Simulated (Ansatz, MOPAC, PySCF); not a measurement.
Species: CsBr (charge 0, singlet). SMILES: [Br][Cs]
Structure (B3LYP-D3(BJ)/def2-TZVP (Ansatz, a quantum-chemistry and plane-wave program) minimum search):
```
Cs
Br 1 3.1374
```
Charge 0, spin multiplicity 1.

Unscaled harmonic wavenumbers (cm⁻¹) in rising order, each level at the stationary point that it reaches from this structure (no distance between atoms moves by over 0.3 Å); the order of modes can differ between levels, and a negative number is imaginary. B3LYP-D3(BJ)/def2-TZVP (PySCF, at the structure above): 142.

AM1 (MOPAC): 86. Zero-point energy 0.1 against 0.2 kcal/mol.

PM3 (MOPAC): 89. Zero-point energy 0.1 against 0.2 kcal/mol.

PM6 (MOPAC): 148. Zero-point energy 0.2 against 0.2 kcal/mol.

B3LYP/LANL2DZ (Ansatz): 126. Zero-point energy 0.2 against 0.2 kcal/mol.
